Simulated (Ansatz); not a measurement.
fac-FeF3(NH3)3 (FeN3F3H9). Total charge 0; sextet. Geometry PBE-D4/def2-SVP, basis def2-TZVP, Ansatz.

```tsv
run	HOMO (eV)	LUMO (eV)
A	-5.32	-3.73
B	-5.27	-3.60
C	-6.11	-3.45
D	-7.90	-2.30
E	-8.35	-2.02
F	-10.37	-0.12
```

Another isomer (sextet) lies 0.04 eV lower at PBE0-D4/def2-TZVP; other spin states weren't run for this one.

HOMO and LUMO are taken over both spins.

Task: The runs used PBE, PBE0, r2SCAN, r2SCAN0, revPBE, ωB97X-V. Estimate which is which.

Result: A PBE (0 % exact exchange); B revPBE (0 % exact exchange); C r2SCAN (0 % exact exchange); D PBE0 (25 % exact exchange); E r2SCAN0 (25 % exact exchange); F ωB97X-V (range-separated). Exact exchange lowers occupied and raises empty levels; among semilocal functionals meta-GGAs tend to open the gap a little, and such runs are hard to tell apart. The gap grows from 1.59 eV (PBE) to 10.25 eV (ωB97X-V).
